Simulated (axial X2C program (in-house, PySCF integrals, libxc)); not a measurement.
**What spin–orbit coupling does to SnTe⁺**

Calculated with an in-house all-electron X2C program for linear molecules (integrals from PySCF). Spin-free means the one-electron spin-free X2C Hamiltonian; two-component (2c) means X2C with spin–orbit coupling and atomic mean-field two-electron Coulomb and Gaunt terms, so the difference of the two also holds small scalar two-electron terms. Basis: Te dyall-cv3z [11s12p8d4f1g], Sn dyall-cv3z [11s12p9d4f1g] (cores contracted in-house); Gaussian nuclei, density fitting, unrestricted open shells. Masses: Te 129.906 u, Sn 119.902 u.

Spin-free state: M_S = 1/2, Λ = 1 (beyond evenly filled blocks: π+α, π+β, π-α); fragments Te + Sn+.

```csv
level,Re (Å),ωe (cm⁻¹),De (eV),μ (D)
PBE0,2.681,215.1,2.888,2.99
TPSS,2.706,205.2,3.019,2.85
```

Dipoles are positive if Sn is the positive end and refer to the centre of mass.

Task: Within this multiplet, which Ω should lie lowest by the rule for regular and inverted multiplets?

Result: The open π shell holds three electrons, one hole, so the multiplet is inverted: Ω = Λ + 1/2 = 3/2. The PBE0 2c search agrees.

Two-component determinant lowest at the distance of the search:

Ω = 3/2 (⟨Sz⟩ = 0.50, ⟨Lz⟩ = 1.00 at PBE0); fragments Te + Sn+.

```tsv
level	Re (Å)	ωe (cm⁻¹)	μ (D)
PBE0	2.686	211.9	2.90
TPSS	2.710	202.6	2.78
```

Task: From the two tables, how do the constants change at the PBE0 level (2c against spin-free)?

Result: At the PBE0 level Re rises by 0.005 Å and ωe falls by 3.2 cm⁻¹.

One determinant describes the state; a PBE0 search over occupations chose it and may have missed a lower one. Dissociation energies refer to the lowest single-determinant-based atoms at the same level and basis. De is not given where an atomic determinant may have missed its ground term or J level, or where the truncated virtual space spoils (T). Density functionals use the spin component along the axis (collinear). The functionals have no current-density term, which raises determinants with orbital currents, atoms included.
